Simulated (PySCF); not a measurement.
Exercise with solution: oscillator strength and radiative lifetime

B(Cl)(OH)2 (BClH₂O₂), SMILES OB(O)Cl.

Coordinates come from a r2SCAN-D4/def2-SVP optimisation. The values are those of a single conformer.

PySCF 2.14.0 with TDA-LC-ωPBE/def2-SVPD puts the first singlet state with f over 0.02 at 8.83 eV (vertical), with the transition dipole (0.515, -0.038, 0.000) in atomic units.

Q: Find the oscillator strength, the wavelength and the radiative lifetime that this transition would have in vacuum if emission retraced absorption.

A: 
|μ|² = 0.2667 au, so |μ| = 1.31 D. ΔE = 8.83/27.211 = 0.3245 hartree. f = (2/3) ΔE |μ|² = 0.058 (the program prints 0.058).
λ = 1239.84/8.83 = 140 nm; ν = 71219 cm⁻¹.
Einstein's coefficient A = 0.6670 ν² f s⁻¹ (ν in cm⁻¹) = 2.0e8 s⁻¹, so τ = 1/A = 5.1 ns. This state is S1. The figure is the radiative limit of this one transition; relaxation, internal conversion, crossing to triplets and a medium change what is measured.
